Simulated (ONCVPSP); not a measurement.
An all-electron radial function and its pseudo partner (oxygen)

Columns: radius, all-electron u(r) and pseudo u(r) of the 2p shell (level -16.21 eV) of oxygen in the configuration [He] 2s2 2p3.5; PBEsol, non-relativistic, ONCV scheme, ONCVPSP 4.0.1.

| r (bohr) | all-electron | pseudo |
| --- | --- | --- |
| 0.057 | 0.0414 | 0.0213 |
| 0.115 | 0.1354 | 0.0833 |
| 0.172 | 0.2476 | 0.1764 |
| 0.230 | 0.3639 | 0.2920 |
| 0.288 | 0.4727 | 0.4159 |
| 0.345 | 0.5676 | 0.5336 |
| 0.402 | 0.6488 | 0.6383 |
| 0.460 | 0.7175 | 0.7258 |
| 0.518 | 0.7722 | 0.7917 |
| 0.575 | 0.8133 | 0.8367 |
| 0.632 | 0.8430 | 0.8649 |
| 0.690 | 0.8627 | 0.8801 |
| 0.747 | 0.8733 | 0.8852 |
| 0.805 | 0.8764 | 0.8834 |
| 0.862 | 0.8731 | 0.8767 |
| 0.920 | 0.8644 | 0.8658 |
| 0.977 | 0.8515 | 0.8520 |
| 1.035 | 0.8349 | 0.8350 |
| 1.092 | 0.8158 | 0.8158 |
| 1.150 | 0.7942 | 0.7942 |
| 1.208 | 0.7710 | 0.7710 |
| 1.265 | 0.7470 | 0.7470 |
| 1.322 | 0.7221 | 0.7221 |
| 1.380 | 0.6964 | 0.6964 |
| 1.438 | 0.6704 | 0.6704 |
| 1.495 | 0.6448 | 0.6448 |

Question: How many radial nodes do the two functions have?

Answer: The all-electron 2p function has n − l − 1 = 0; the pseudo-wave has 0.

Question: At about which radius was the pseudo-wave matched?

Answer: 1.15 bohr. The columns agree to 0.0005 from 0.98 bohr on; several derivatives are matched, so the curves merge somewhat inside the radius.

Question: Is the pseudo-wave norm-conserving?

Answer: Yes: the ONCV scheme keeps the norm inside the radius equal to the all-electron one, which fixes the energy derivative of the logarithmic derivative at the level.
